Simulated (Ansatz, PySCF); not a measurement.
Energy landscape of H3Si (anion, charge -1), singlet: umbrella (inversion) coordinate, bond length relaxed. Scanned: angle between the Si-H bonds and the threefold axis (90 = planar). Other coordinates (Si-H bond length) were minimised at B3LYP/def2-TZVP.

- RKS-PBE/aug-cc-pVQZ = restricted PBE/aug-cc-pVQZ in Ansatz (a program for electronic structure)
- CAM-B3LYP/def2-TZVPD (PySCF)
- CCSD(T)/aug-cc-pVQZ = CCSD(T) on RHF/aug-cc-pVQZ, frozen core in Ansatz

Energies relative to the lowest point of each profile, in eV; the last columns give the difference from CCSD(T):

```csv
a / °,RKS-PBE/aug-cc-pVQZ,CAM-B3LYP,CCSD(T)/aug-cc-pVQZ,RKS-PBE/aug-cc-pVQZ − CCSD(T)/aug-cc-pVQZ,CAM-B3LYP − CCSD(T)/aug-cc-pVQZ
90,0.972,1.317,1.035,-0.063,0.282
93.90,0.936,1.264,0.997,-0.060,0.268
96.90,0.863,1.157,0.917,-0.054,0.240
99.90,0.756,1.004,0.801,-0.045,0.203
102.90,0.627,0.822,0.660,-0.034,0.161
105.90,0.485,0.628,0.507,-0.022,0.121
108.90,0.345,0.441,0.355,-0.011,0.085
111.90,0.217,0.273,0.218,-0.002,0.055
114.90,0.111,0.139,0.108,0.003,0.031
117.90,0.037,0.045,0.032,0.004,0.013
120.90,0.000,0.000,0.000,0.000,0.000
123.90,0.006,0.008,0.016,-0.009,-0.008
126.90,0.059,0.072,0.083,-0.023,-0.011
129.90,0.161,0.195,0.204,-0.043,-0.009
132,0.263,0.316,0.322,-0.059,-0.005
```

RKS-PBE/aug-cc-pVQZ is furthest from CCSD(T)/aug-cc-pVQZ at 90 (-0.063 eV, below); its mean absolute difference over the points is 0.029 eV.

CAM-B3LYP is furthest from CCSD(T)/aug-cc-pVQZ at 90 (0.282 eV, above); its mean absolute difference over the points is 0.099 eV.
